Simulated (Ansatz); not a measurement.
The cluster Be5Se4⁺. The state is a doublet with charge 1. Geometry r2SCAN-D4/def2-SVP, basis def2-TZVP, Ansatz.

```xyz
9

Be    0.800   -0.206   -2.378
Be   -1.843    0.261   -0.909
Be    2.224   -0.348   -0.055
Be    1.338   -0.158    1.812
Be   -1.345    0.283    2.110
Se   -1.175    0.084   -2.826
Se    2.777   -0.493   -2.043
Se    0.136    0.079    3.477
Se   -2.911    0.495    0.811
```

```json
{"run": "A", "HOMO (eV)": "-10.26", "LUMO (eV)": "-10.10"}
{"run": "B", "HOMO (eV)": "-10.54", "LUMO (eV)": "-10.28"}
{"run": "C", "HOMO (eV)": "-11.00", "LUMO (eV)": "-9.99"}
{"run": "D", "HOMO (eV)": "-10.83", "LUMO (eV)": "-9.98"}
```

B3LYP takes the VWN-RPA correlation. Another isomer (doublet) lies 2.12 eV lower at PBE0-D4/def2-TZVP; other spin states weren't run for this one.

HOMO and LUMO are taken over both spins.

Task: The runs used B3LYP, PBE, PBE0, r2SCAN. Estimate which is which.

Result: A PBE (0 % exact exchange); B r2SCAN (0 % exact exchange); C PBE0 (25 % exact exchange); D B3LYP (20 % exact exchange). Exact exchange lowers occupied and raises empty levels; among semilocal functionals meta-GGAs tend to open the gap a little, and such runs are hard to tell apart. The gap grows from 0.16 eV (PBE) to 1.01 eV (PBE0).
